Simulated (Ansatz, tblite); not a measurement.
Isomers of Al4F2⁻ (doublet), found by a short tight-binding search and relaxed with PBE-D4/def2-SVPD in Ansatz.

The xTB rows come from tblite.

Run but left out: HF/def2-SVPD, HF/def2-TZVPD, MP2/def2-SVPD, MP2/def2-TZVPD, CCSD/def2-SVPD, CCSD(T)/def2-SVPD (A: ⟨S²⟩ 2.05 to 2.06, where a pure state has 0.75).

D: At r2SCAN-D4/def2-TZVPD, PBE0-D4/def2-TZVPD, BHLYP-D4/def2-TZVPD the charge -1 doublet is spin-contaminated (final ⟨S²⟩ up to 0.98, 0.75 for a pure state).

Other spin states weren't relaxed.

A:

Cartesian coordinates in Å:
```
Al -1.217 0.189 -1.481
Al -0.897 1.113 0.879
Al 1.222 -0.182 1.478
Al 0.896 -1.115 -0.879
F -1.828 2.266 1.791
F 1.825 -2.271 -1.789
```

B:

```
atom   x (Å)   y (Å)   z (Å)
 Al1  -1.541   0.288   1.426
 Al2  -0.408   2.503   1.251
 Al3   2.146  -0.397  -1.984
 Al4   0.479   0.688  -0.191
  F5  -2.609  -0.999   1.888
  F6   1.933  -2.083  -2.389
```

C:

```xyz
6

Al   -0.541    1.431    0.681
Al   -0.557   -2.821   -0.807
Al    0.804   -0.487   -0.518
Al   -1.740   -0.613   -0.149
F     2.517   -0.414   -0.812
F    -0.483    2.904    1.605
```

D:

```xyz
6

Al   -0.3158    1.2518   -0.1953
Al    1.8986    0.0591   -0.8336
Al    0.1949   -1.0070    0.8080
Al   -0.8157   -0.9538   -1.7323
F    -1.0464    2.8241   -0.1335
F     0.0843   -2.1742    2.0867
```

Question: Estimate their order by electronic energy at ωB97M-V/def2-TZVPD, counted from the lowest.

Answer: D (0.0) < C (24.6) < A (30.0) < B (69.0), in kJ/mol.

Question: Do the other levels pick the same lowest one?

Answer: Not GFN1-xTB. Energies above each level's lowest (kJ/mol):

```json
{"level": "GFN1-xTB", "A": "0.0", "B": "37.4", "C": "17.9", "D": "153.5"}
{"level": "GFN2-xTB", "A": "31.7", "B": "59.4", "C": "2.3", "D": "0.0"}
{"level": "LDA (SPW92)/def2-TZVPD", "A": "11.0", "B": "64.3", "C": "12.1", "D": "0.0"}
{"level": "PBE-D4/def2-TZVPD", "A": "10.2", "B": "60.3", "C": "14.4", "D": "0.0"}
{"level": "r2SCAN-D4/def2-TZVPD", "A": "19.9", "B": "67.8", "C": "17.6", "D": "0.0"}
{"level": "PBE0-D4/def2-TZVPD", "A": "22.0", "B": "70.1", "C": "20.4", "D": "0.0"}
{"level": "BHLYP-D4/def2-TZVPD", "A": "16.6", "B": "58.2", "C": "20.8", "D": "0.0"}
{"level": "ωB97M-V/def2-TZVPD", "A": "30.0", "B": "69.0", "C": "24.6", "D": "0.0"}
```
Point groups (tolerance 0.1 Å): A D2h, B Cs, C not assigned, D Cs. Lower isomers may exist.
